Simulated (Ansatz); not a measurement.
Reaction (formal exchange of groups at a B–Si bond): `CNB(F)[SiH2]Cl` + `FC(F)(F)S` → `CNB(F)S` + `FC(F)(F)[SiH2]Cl`

Gas-phase electronic energies from Ansatz, PBE0-D4/def2-TZVP geometries. CCSD(T)/CBS is the MP2 limit (def2-TZVPP, def2-QZVPP) plus CCSD(T) − MP2 in def2-TZVPP, frozen cores. DFT in def2-TZVPP. B3LYP here is the variant with VWN-RPA as its local correlation; programs differ in this. One conformer a species, not always the lowest.

| level | ΔE (kcal/mol) | difference from CCSD(T)/CBS |
| --- | --- | --- |
| PBE-D4 | -20.0 | 2.2 |
| r2SCAN-D4 | -22.0 | 0.2 |
| PBE0-D4 | -20.9 | 1.3 |
| B3LYP-D4 | -22.0 | 0.2 |
| ωB97X-V | -21.6 | 0.6 |
| ωB97M-V | -22.3 | -0.1 |
| B2PLYP | -22.7 | -0.5 |
| PBE | -20.2 | 2.0 |
| r2SCAN | -22.1 | 0.1 |
| PBE0 | -21.0 | 1.2 |
| B3LYP | -22.2 | 0.0 |
| HF/def2-TZVPP | -24.3 | -2.1 |
| MP2/def2-TZVPP | -23.5 | -1.3 |
| SCS-MP2/def2-TZVPP | -23.1 | -0.9 |
| CCSD/def2-TZVPP | -22.5 | -0.3 |
| CCSD(T)/def2-TZVPP | -22.0 | 0.2 |
| HF/def2-QZVPP | -24.3 | -2.1 |
| MP2/def2-QZVPP | -23.5 | -1.3 |
| SCS-MP2/def2-QZVPP | -23.3 | -1.1 |
| HF/CBS(def2) | -24.3 | -2.1 |
| MP2/CBS(def2) | -23.6 | -1.4 |
| CCSD/CBS(def2) | -22.6 | -0.4 |
| CCSD(T)/CBS | -22.2 | 0 |

Largest T1 diagnostic among the species: 0.012.

From PBE to PBE0 (25 % exact exchange), in def2-TZVPP and without D4, ΔE moves by −0.8 kcal/mol. In def2-TZVPP, CCSD(T) changes the Hartree–Fock value by +2.2 kcal/mol (the triples alone add +0.4 kcal/mol) and MP2 by +0.8 kcal/mol.
